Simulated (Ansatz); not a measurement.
Consider the atomization: `F[SiH2][SiH2]F` → 2 F• + 4 H• + 2 Si•.

Isolated molecules relaxed with PBE0-D4/def2-TZVP in Ansatz; ΔE leaves out vibrations. CCSD(T)/CBS is extrapolated from def2-TZVPP and def2-QZVPP, frozen cores. Functionals use def2-TZVPP. B3LYP here is the variant with VWN-RPA as its local correlation; programs differ in this. No spin–orbit coupling; open shells (•) take unrestricted orbitals. Spin–orbit coupling would lower the free atoms: a little for F, Si. Each species was taken in one conformer, which may not be the lowest.

```json
{"level": "ωB97X-V", "ΔE (kJ/mol)": "2711.2", "difference from CCSD(T)/CBS": "0.5"}
{"level": "B2PLYP", "ΔE (kJ/mol)": "2658.8", "difference from CCSD(T)/CBS": "-51.9"}
{"level": "B3LYP", "ΔE (kJ/mol)": "2655.3", "difference from CCSD(T)/CBS": "-55.4"}
{"level": "HF/def2-TZVPP", "ΔE (kJ/mol)": "2051.4", "difference from CCSD(T)/CBS": "-659.3"}
{"level": "CCSD/def2-TZVPP", "ΔE (kJ/mol)": "2599.5", "difference from CCSD(T)/CBS": "-111.2"}
{"level": "HF/def2-QZVPP", "ΔE (kJ/mol)": "2061.3", "difference from CCSD(T)/CBS": "-649.4"}
{"level": "MP2/def2-QZVPP", "ΔE (kJ/mol)": "2715.8", "difference from CCSD(T)/CBS": "5.1"}
{"level": "SCS-MP2/def2-QZVPP", "ΔE (kJ/mol)": "2717.7", "difference from CCSD(T)/CBS": "7.0"}
{"level": "CCSD(T)/def2-QZVPP", "ΔE (kJ/mol)": "2678.4", "difference from CCSD(T)/CBS": "-32.3"}
{"level": "CCSD/CBS(def2)", "ΔE (kJ/mol)": "2678.0", "difference from CCSD(T)/CBS": "-32.7"}
{"level": "CCSD(T)/CBS", "ΔE (kJ/mol)": "2710.7", "difference from CCSD(T)/CBS": "0"}
```

Largest T1 diagnostic among the species: 0.012.

From PBE to PBE0 (25 % exact exchange), in def2-TZVPP and without D4, ΔE moves by −32.4 kJ/mol: exact exchange takes away binding that semilocal exchange gives to molecules. In def2-TZVPP, CCSD(T) changes the Hartree–Fock value by +575.5 kJ/mol (the triples alone add +27.4 kJ/mol) and MP2 by +614.6 kJ/mol; breaking electron pairs costs correlation energy, which Hartree–Fock lacks. The D4 term adds +22.6 kJ/mol with B3LYP and +11.8 kJ/mol with PBE0; it sums over pairs of atoms, weighted by their polarisabilities, and B3LYP, whose exchange is more repulsive, gets the larger term.

CCSD(T)/CBS has its own doubt, a few kJ/mol and more with outer-core shells, so smaller differences from it don't rank the levels.
